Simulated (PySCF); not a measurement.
ZnI, SMILES [Zn+][I], charge +1. Geometry: PBE-D3(BJ)/def2-TZVP. The multiplicity is an assumed one; other spin states were not compared. The def2 effective core potentials stand for the cores of I; spin–orbit coupling is left out.

All values below come from PySCF with PBE-D3(BJ)/def2-TZVP.

Harmonic wavenumbers (cm⁻¹): 261. Rotational constants (GHz): 2.040 (linear); symmetry number 1.

Q: Work out the zero-point energy and the ideal-gas rigid-rotor harmonic-oscillator thermochemistry at 298.15 K and 1 atm.

A: ZPE = ½ Σ hcν = ½ × 261 cm⁻¹ = 0.37 kcal/mol. H − E(el) = 2.74 kcal/mol. Entropy in cal/(mol K): translation 41.67, rotation 17.93, vibration 1.65, total 61.25. G − E(el) = -15.52 kcal/mol. Cp = 8.70 cal/(mol K).
